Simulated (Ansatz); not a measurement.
A series at V: from `[O]=[V]([F])([F])[F]`, ligands are replaced one by one, each step taking up H₂O and setting free H–F; n counts the steps. Ansatz, PBE0-D4/def2-TZVP geometries. Each molecule was computed in one conformer, which needn't be the lowest.

| n | molecule | zero-point energy, PBE0-D4/def2-TZVP (kJ/mol) |
| --- | --- | --- |
| 0 | `[O]=[V]([F])([F])[F]` | 29.3 |
| 1 | `[O]=[V]([OH])([F])[F]` | 58.9 |
| 2 | `[O]=[V]([OH])([OH])[F]` | 88.0 |
| 3 | `[O]=[V]([OH])([OH])[OH]` | ? |

Question: By hand: fit a straight line y = ȳ + b (n − n̄) to the 3 given rows and predict n = 3.

Answer: n̄ = 1.000, ȳ = 58.73; Σ(n − n̄)(y − ȳ) = 58.70, Σ(n − n̄)² = 2.000, so b = 29.35 kJ/mol a step. Prediction: 58.73 + (29.35) × (2.000) = 117.4 kJ/mol.

Question: By hand: compare with the computed value, 116.6 kJ/mol, and give the steps along the whole series.

Answer: The line misses by -0.8 kJ/mol (computed minus predicted). Steps: 29.6, 29.1, 28.6 kJ/mol.

The steps differ by at most 1.0 kJ/mol, 3.4 % of a mean step, so the ligands' effects nearly add and a line is close. The miss is 0.9 % of the series' range.
